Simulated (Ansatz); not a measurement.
Correlation energies of B2Cl2F2H4N2 (`F[B@-]1(Cl)[NH2+][B@@-](F)(Cl)[NH2+]1`) by basis set

```
atom   x (Å)   y (Å)   z (Å)
  F1   1.300   1.750  -0.087
  B2   0.142   1.086   0.173
 Cl3  -1.212   2.102   0.843
  N4   0.407  -0.218   1.049
  B5  -0.023  -1.088  -0.214
  F6   1.032  -1.783  -0.717
 Cl7  -1.528  -2.062   0.101
  N8  -0.320   0.217  -1.079
  H9   1.380  -0.339   1.313
 H10  -0.182  -0.319   1.866
 H11  -1.284   0.340  -1.361
 H12   0.286   0.315  -1.887
```

Total charge 0; spin multiplicity 1. Geometry: relaxed with PBE0-D4/def2-TZVP. Frozen core, restricted reference, the Gaussian-basis code of Ansatz.

| basis | HF (Eh) | MP2 corr. | CCSD corr. | (T) | CCSD(T) total |
| --- | --- | --- | --- | --- | --- |
| def2-SVP | ? | -1.15604 | ? | -0.02803 | ? |
| def2-TZVPP | ? | ? | – | – | – |
| def2-QZVPP | -1279.02691 | -1.64736 | – | – | – |

Problem. Fill in the withheld values. (An estimate is asked.)

Solution. The calculation gave: def2-SVP HF (Eh): -1278.24765; def2-SVP CCSD corr.: -1.20553; def2-SVP CCSD(T) total: -1279.48121; def2-TZVPP HF (Eh): -1278.98644; def2-TZVPP MP2 corr.: -1.51567.
